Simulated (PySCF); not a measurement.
B(Cl)(H)(SiH3), SMILES [SiH3]BCl (H₄BClSi), singlet, CAM-B3LYP/def2-SVP optimised geometry.

```
7

B      0.84    -0.29     0.00
Cl     1.76    -1.12     1.22
H      1.48     0.28    -0.85
Si    -1.18    -0.29     0.00
H     -1.67    -0.94    -1.25
H     -1.68     1.12     0.00
H     -1.76    -1.00     1.17
```

Density from CAM-B3LYP/def2-TZVP (PySCF) at that geometry.

Minimum of the electron density along straight lines between bonded atoms, close to the bond critical point (lines longer than 1.1 times the sum of covalent radii, or with two minima, are not listed):

```json
[
 {"bond": "B1–Cl2", "length / Å": "1.744", "ρ at the minimum / e bohr⁻³": "0.150", "∇²ρ there / e bohr⁻⁵": "0.04", "position (fraction from the first atom)": "0.30"},
 {"bond": "B1–H3", "length / Å": "1.204", "ρ at the minimum / e bohr⁻³": "0.189", "∇²ρ there / e bohr⁻⁵": "-0.49", "position (fraction from the first atom)": "0.44"},
 {"bond": "B1–Si4", "length / Å": "2.020", "ρ at the minimum / e bohr⁻³": "0.113", "∇²ρ there / e bohr⁻⁵": "-0.04", "position (fraction from the first atom)": "0.62"},
 {"bond": "Si4–H5", "length / Å": "1.493", "ρ at the minimum / e bohr⁻³": "0.118", "∇²ρ there / e bohr⁻⁵": "0.15", "position (fraction from the first atom)": "0.49"},
 {"bond": "Si4–H6", "length / Å": "1.493", "ρ at the minimum / e bohr⁻³": "0.119", "∇²ρ there / e bohr⁻⁵": "0.15", "position (fraction from the first atom)": "0.49"},
 {"bond": "Si4–H7", "length / Å": "1.489", "ρ at the minimum / e bohr⁻³": "0.120", "∇²ρ there / e bohr⁻⁵": "0.14", "position (fraction from the first atom)": "0.49"}
]
```
